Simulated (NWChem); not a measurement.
C2H8OSi; SMILES C[SiH2]CO

```xyz
12

C      0.9822     1.5830     0.1354
Si    -0.6161     0.6448    -0.1570
C     -0.4204    -1.1551     0.4147
O      0.6934    -1.6972    -0.2595
H      0.9424     2.5990    -0.2854
H      1.2005     1.6643     1.2115
H      1.8115     1.0381    -0.3411
H     -0.9723     0.6609    -1.6104
H     -1.7540     1.2519     0.6085
H     -0.2945    -1.1656     1.5180
H     -1.3589    -1.7080     0.2041
H      0.8078    -2.6116     0.0176
```
Atoms are numbered in this order, from 1.

All runs: NWChem. The geometry was optimised at PBE0/def2-SVP. Level: PBE0/def2-SVP with SMD (1 M gas to 1 M solution), gas-phase geometry. Reactions with the solvent are ignored.

For solvent toluene:

```yaml
cavity-dispersion-structure term (kcal/mol): -0.8
dipole in solution (D): 1.82
```

Problem. How do the values read with solvent water instead?

Solution. 
| Property | Result |
|---|---|
| cavity-dispersion-structure term (kcal/mol) | 3.9 |
| dipole in solution (D) | 2.17 |
